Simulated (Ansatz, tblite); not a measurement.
Removing an electron: Sr₂O₃⁻ (the lowest doublet isomer of a short search). Charge -1, multiplicity 2. Geometry: PBE0-D4/def2-SVPD. Ansatz, gas phase; energy differences of separate SCF runs; the oxidised species is a singlet (the triplet lies 2.49 eV higher at PBE0-D4/def2-TZVPD).

```tsv
atom	x (Å)	y (Å)	z (Å)
Sr1	-1.329	0.852	-0.500
Sr2	1.206	-0.506	1.015
O3	0.679	-0.121	-1.244
O4	-0.208	-1.203	-0.730
O5	-0.348	0.977	1.458
```

In the def2 sets Sr takes a core potential; there is no spin–orbit coupling. The xTB rows come from tblite. The structure holds 1 bond(s) between oxygen atoms. HOMO above LUMO, or a gap near zero within one spin, warns that the state may not be the lowest or that an electron is smeared out. The structure comes from a short search, and lower isomers may exist.

```json
{"level": "GFN1-xTB", "−HOMO (eV)": "–", "vertical IE (eV)": "6.23", "−LUMO (eV)": "–", "HOMO–LUMO gap (eV)": "–", "remarks": "–"}
{"level": "r2SCAN-D4/def2-TZVPD", "−HOMO (eV)": "-0.86", "vertical IE (eV)": "0.29", "−LUMO (eV)": "-0.98", "HOMO–LUMO gap (eV)": "0.12", "remarks": "HOMO above zero (-1 doublet), gap within one spin near zero (-1 doublet)"}
{"level": "PBE0-D4/def2-TZVPD", "−HOMO (eV)": "-0.62", "vertical IE (eV)": "0.28", "−LUMO (eV)": "-1.20", "HOMO–LUMO gap (eV)": "0.57", "remarks": "HOMO above zero (-1 doublet)"}
```

(1) Estimate the rows for GFN2-xTB, PBE-D4/def2-TZVPD.

Answers

(1) 
```
            level  −HOMO (eV)  vertical IE (eV)  −LUMO (eV)  HOMO–LUMO gap (eV)                                                                   remarks
         GFN2-xTB           –              7.11           –                   –                                                                         –
PBE-D4/def2-TZVPD       -0.87              0.39       -1.00                0.13  HOMO above zero (-1 doublet), gap within one spin near zero (-1 doublet)
```

  A HOMO above zero means that the electron is unbound at that level or that self-interaction error raises the level; the energy of removing that electron tells which. HOMO and LUMO are the levels of the spin that leaves or enters (xTB has no such levels and no spin-polarisation term). Other spin states of the ions may lie lower, which would lower the ionisation energy or raise the affinity. Raw xTB energy differences between charge states are shifted by several eV; the methods need an empirical correction for them.
